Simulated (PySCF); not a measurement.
**Removing an electron from `CC[BH-]1[NH2+][BH2-][NH2+]1`**

Compound: C2H12B2N2.
Cartesian coordinates in Å at the PBE0-D3(BJ)/def2-SVP level; atoms count from 1:
```xyz
18
C2H12B2N2 angstrom
C      2.348    0.163    0.044
C      1.078   -0.224    0.793
B     -0.186   -0.463   -0.162
N     -1.546   -0.710    0.646
B     -2.117    0.610   -0.044
N     -0.748    0.894   -0.812
H      2.636   -0.618   -0.677
H      3.207    0.329    0.714
H      2.213    1.093   -0.536
H      0.842    0.553    1.549
H      1.262   -1.147    1.373
H     -0.038   -1.315   -1.027
H     -2.038   -1.567    0.414
H     -1.453   -0.660    1.658
H     -2.376    1.479    0.770
H     -3.022    0.356   -0.818
H     -0.811    0.897   -1.825
H     -0.260    1.737   -0.521
```

Level: PBE0/def2-SVPD (PySCF). Frontier orbitals with their largest atomic shares (Löwdin; up to four atoms above 4 %):

```json
{"orbital": "HOMO−3", "ε (eV)": "-9.22", "main atoms": "C2 26 %, C1 22 %, H11 14 %, H9 11 %"}
{"orbital": "HOMO−2", "ε (eV)": "-8.35", "main atoms": "B5 35 %, H16 22 %, H15 15 %, N6 5 %"}
{"orbital": "HOMO−1", "ε (eV)": "-7.92", "main atoms": "B3 22 %, H12 20 %, C2 10 %, B5 9 %"}
{"orbital": "HOMO", "ε (eV)": "-7.77", "main atoms": "?"}
{"orbital": "LUMO", "ε (eV)": "0.27", "main atoms": "B5 23 %, B3 22 %, H17 8 %, H13 8 %"}
{"orbital": "LUMO+1", "ε (eV)": "0.69", "main atoms": "H13 11 %, H14 11 %, H18 10 %, C1 8 %"}
{"orbital": "LUMO+2", "ε (eV)": "1.12", "main atoms": "B3 15 %, B5 14 %, H12 9 %, H18 8 %"}
```

Task: What vertical ionisation energy does ΔSCF give, and how far is −ε(HOMO) from it?

Result: ΔSCF: 9.63 eV (929 kJ/mol; threshold wavelength 129 nm); ⟨S²⟩ of the doublet left behind is 0.754, against 0.75 for a pure doublet. −ε(HOMO) is 7.77 eV, 1.86 eV below it. For the exact functional −ε(HOMO) would equal the first vertical ionisation energy; PBE0 (global hybrid, 25 % exact exchange) falls short of its own ΔSCF value by 19 %. Holes in the HOMO−1 and HOMO−2 were tried too where these lie within 1.2 eV of the HOMO; the lowest converged state counts.

Task: On which atoms does the HOMO lie?

Result: C2 (sp3 carbon bound to boron) 23 %, B3 (four-coordinate boron) 16 %, N4 (nitrogen bonded to 2 B and 2 H) 12 %, N6 (nitrogen bonded to 2 B and 2 H) 12 %, so no atom holds as much as 40 %. The HOMO−1 lies 0.15 eV lower.

Task: How many of the 10 lowest singlet excitations (vertical TDDFT, same level) lie below the ionisation energy?

Result: All 10; they run from 6.94 to 8.16 eV.

Task: What kinetic energy would electrons from this vertical process carry with He II light (40.814 eV)?

Result: 40.81 − 9.63 = 31.18 eV.

One conformer (not necessarily the lowest) at the PBE0-D3(BJ)/def2-SVP geometry, without solvent, vibrations or thermal averaging.
